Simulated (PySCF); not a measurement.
PySCF input file for Se(F)(SiH3) (FH₃SeSi), SMILES [SiH3][Se]F, ADC(2)/aug-cc-pVDZ. The structure is a stationary point at PBE-D3(BJ)/def2-TZVP.

```python
import numpy as np
from pyscf import gto, scf, dft, adc

mol = gto.M(
    atom='''
    Se    0.42939298   -0.54525361    0.00000000
    F    -1.23147300   -1.23963001   -0.00000000
    Si   -0.19444912    1.66566794    0.00000000
    H    -0.96892752    2.02054322    1.22490518
    H    -0.96892751    2.02054322   -1.22490519
    H     1.14403829    2.33485514    0.00000000
    ''',
    basis='aug-cc-pVDZ',
    charge=0,
    spin=0,
    max_memory=1600,
    verbose=4,
)
mf = scf.RHF(mol)
mf.conv_tol = 1e-10
mf.max_cycle = 100
mf.kernel()
res = {}
for kind, nroots in (('ee', 6), ('ip', 6), ('ea', 2)):
    a = adc.ADC(mf).density_fit('aug-cc-pvdz-ri')
    a.method, a.method_type = 'adc(2)', kind
    e, v, p, x = a.kernel(nroots=nroots)
    res[kind] = (e * 27.211386245988, p)
for kind, (e, p) in res.items():
    print(kind, 'energies / eV', np.round(e, 3), 'strengths', np.round(p, 4))
```

Log of the run:

```
PySCF version 2.14.0

[INPUT] verbose = 4
[INPUT] num. atoms = 6
[INPUT] num. electrons = 60
[INPUT] charge = 0
[INPUT] spin (= nelec alpha-beta = 2S) = 0
[INPUT] symmetry False subgroup None
[INPUT] Mole.unit = angstrom
[INPUT] Symbol           X                Y                Z      unit          X                Y                Z       unit  Magmom
[INPUT]  1 Se     0.429392980000  -0.545253610000   0.000000000000 AA    0.811435132011  -1.030379991330   0.000000000000 Bohr   0.0
[INPUT]  2 F     -1.231473000000  -1.239630010000   0.000000000000 AA   -2.327146699797  -2.342561214692   0.000000000000 Bohr   0.0
[INPUT]  3 Si    -0.194449120000   1.665667940000   0.000000000000 AA   -0.367455581963   3.147656221068   0.000000000000 Bohr   0.0
[INPUT]  4 H     -0.968927520000   2.020543220000   1.224905180000 AA   -1.831007647354   3.818273308647   2.314735318761 Bohr   0.0
[INPUT]  5 H     -0.968927510000   2.020543220000  -1.224905190000 AA   -1.831007628457   3.818273308647  -2.314735337658 Bohr   0.0
[INPUT]  6 H      1.144038290000   2.334855140000   0.000000000000 AA    2.161919044116   4.412236755133   0.000000000000 Bohr   0.0

nuclear repulsion = 257.997784470118
number of shells = 40
number of NR pGTOs = 204
number of NR cGTOs = 113
basis = aug-cc-pVDZ
ecp = {}


[settings echo left out]
init E= -2788.84442003816
  HOMO = -0.260132082124418  LUMO = -0.103847055120424  gap/eV = 4.25273
cycle= 1 E= -2789.86936847235  delta_E= -1.02  |g|= 0.452  |ddm|= 1.88
  HOMO = -0.381851656738237  LUMO = 0.0175468303372996  gap/eV = 10.86819
cycle= 2 E= -2789.91450638802  delta_E= -0.0451  |g|= 0.296  |ddm|= 0.577
  HOMO = -0.369999460769132  LUMO = 0.0273255850087244  gap/eV = 10.81177
cycle= 3 E= -2789.93031898844  delta_E= -0.0158  |g|= 0.052  |ddm|= 0.206
  HOMO = -0.366152167744191  LUMO = 0.0329959927194414  gap/eV = 10.86137
cycle= 4 E= -2789.93135561933  delta_E= -0.00104  |g|= 0.0112  |ddm|= 0.106
  HOMO = -0.367499122444185  LUMO = 0.0328442684453805  gap/eV = 10.89390
cycle= 5 E= -2789.93143224381  delta_E= -7.66e-05  |g|= 0.00206  |ddm|= 0.0296
  HOMO = -0.367543089095692  LUMO = 0.0328091255162999  gap/eV = 10.89414
cycle= 6 E= -2789.93143563616  delta_E= -3.39e-06  |g|= 0.000666  |ddm|= 0.00528
  HOMO = -0.367512965059101  LUMO = 0.0328087894087989  gap/eV = 10.89331
cycle= 7 E= -2789.93143607444  delta_E= -4.38e-07  |g|= 0.000223  |ddm|= 0.00179
  HOMO = -0.367526191268711  LUMO = 0.0328132654070439  gap/eV = 10.89379
cycle= 8 E= -2789.93143612944  delta_E= -5.5e-08  |g|= 8.21e-05  |ddm|= 0.000606
  HOMO = -0.367511029909545  LUMO = 0.0328161732242522  gap/eV = 10.89346
cycle= 9 E= -2789.93143613835  delta_E= -8.91e-09  |g|= 3.05e-05  |ddm|= 0.000254
  HOMO = -0.367513794097893  LUMO = 0.0328168313084403  gap/eV = 10.89355
cycle= 10 E= -2789.93143613957  delta_E= -1.22e-09  |g|= 8.58e-06  |ddm|= 0.000111
  HOMO = -0.367514099725446  LUMO = 0.0328169430402205  gap/eV = 10.89356
cycle= 11 E= -2789.93143613965  delta_E= -7.91e-11  |g|= 2.25e-06  |ddm|= 2.87e-05
  HOMO = -0.36751400711188  LUMO = 0.0328169775212483  gap/eV = 10.89356
Extra cycle  E= -2789.93143613965  delta_E= 1.82e-12  |g|= 1.18e-06  |ddm|= 3.66e-06
converged SCF energy = -2789.93143613965

******** <class 'pyscf.adc.radc.RADC'> ********
******** ADC Orbital Information ********
Number of Frozen Occupied Orbitals: 0
Number of Frozen Virtual Orbitals: 0
Number of Active Occupied Orbitals: 30
Number of Active Virtual Orbitals: 83
*****************************************
******** <class 'pyscf.df.df.DF'> ********
auxbasis = aug-cc-pvdz-ri
Reference correlation energy (doubles): -0.48046102
MP2 correlation energy of reference state (a.u.) = -0.48046102

******** <class 'pyscf.adc.radc_ee.RADCEE'> ********
max_space = 12
max_cycle = 50
conv_tol = 1e-08

*************************************************************
        ADC calculation summary (singlet states only)
*************************************************************
adc(2) root 0  |  Energy (Eh) =   0.1191352356  |  Energy (eV) =   3.24183489  |  Osc. strength = 0.00034148  |  conv = True
adc(2) root 1  |  Energy (Eh) =   0.1900364066  |  Energy (eV) =   5.17115402  |  Osc. strength = 0.00255519  |  conv = True
adc(2) root 2  |  Energy (Eh) =   0.2062193169  |  Energy (eV) =   5.61151344  |  Osc. strength = 0.02703796  |  conv = True
adc(2) root 3  |  Energy (Eh) =   0.2320600118  |  Energy (eV) =   6.31467456  |  Osc. strength = 0.01282005  |  conv = True
adc(2) root 4  |  Energy (Eh) =   0.2589039645  |  Energy (eV) =   7.04513572  |  Osc. strength = 0.00662436  |  conv = True
adc(2) root 5  |  Energy (Eh) =   0.2623594935  |  Energy (eV) =   7.13916545  |  Osc. strength = 0.01062081  |  conv = True

******** <class 'pyscf.adc.radc.RADC'> ********
******** ADC Orbital Information ********
Number of Frozen Occupied Orbitals: 0
Number of Frozen Virtual Orbitals: 0
Number of Active Occupied Orbitals: 30
Number of Active Virtual Orbitals: 83
*****************************************
******** <class 'pyscf.df.df.DF'> ********
auxbasis = aug-cc-pvdz-ri
Reference correlation energy (doubles): -0.48046102
MP2 correlation energy of reference state (a.u.) = -0.48046102

******** <class 'pyscf.adc.radc_ip.RADCIP'> ********
max_space = 12
max_cycle = 50
conv_tol = 1e-08

*************************************************************
        ADC calculation summary (doublet states only)
*************************************************************
adc(2) root 0  |  Energy (Eh) =   0.3288208573  |  Energy (eV) =   8.94767128  |  Spec. factor = 1.81463842  |  conv = True
adc(2) root 1  |  Energy (Eh) =   0.3912453803  |  Energy (eV) =  10.64632907  |  Spec. factor = 1.77819443  |  conv = True
adc(2) root 2  |  Energy (Eh) =   0.4639029171  |  Energy (eV) =  12.62344135  |  Spec. factor = 1.71398741  |  conv = True
adc(2) root 3  |  Energy (Eh) =   0.4755738482  |  Energy (eV) =  12.94102357  |  Spec. factor = 1.79002515  |  conv = True
adc(2) root 4  |  Energy (Eh) =   0.4909542777  |  Energy (eV) =  13.35954637  |  Spec. factor = 1.79368338  |  conv = True
adc(2) root 5  |  Energy (Eh) =   0.4912078592  |  Energy (eV) =  13.36644667  |  Spec. factor = 1.74415758  |  conv = True

******** <class 'pyscf.adc.radc.RADC'> ********
******** ADC Orbital Information ********
Number of Frozen Occupied Orbitals: 0
Number of Frozen Virtual Orbitals: 0
Number of Active Occupied Orbitals: 30
Number of Active Virtual Orbitals: 83
*****************************************
******** <class 'pyscf.df.df.DF'> ********
auxbasis = aug-cc-pvdz-ri
Reference correlation energy (doubles): -0.48046102
MP2 correlation energy of reference state (a.u.) = -0.48046102

******** <class 'pyscf.adc.radc_ea.RADCEA'> ********
max_space = 12
max_cycle = 50
conv_tol = 1e-08

*************************************************************
        ADC calculation summary (doublet states only)
*************************************************************
adc(2) root 0  |  Energy (Eh) =  -0.0081240378  |  Energy (eV) =  -0.22106633  |  Spec. factor = 1.85822292  |  conv = True
adc(2) root 1  |  Energy (Eh) =   0.0236123194  |  Energy (eV) =   0.64252394  |  Spec. factor = 1.95752337  |  conv = True
ee energies / eV [3.242 5.171 5.612 6.315 7.045 7.139] strengths [0.0003 0.0026 0.027  0.0128 0.0066 0.0106]
ip energies / eV [ 8.948 10.646 12.623 12.941 13.36  13.366] strengths [1.8146 1.7782 1.714  1.79   1.7937 1.7442]
ea energies / eV [-0.221  0.643] strengths [1.8582 1.9575]
```

The calculation finished and met its thresholds.

Cost: about 12 core-minutes (a rough figure).
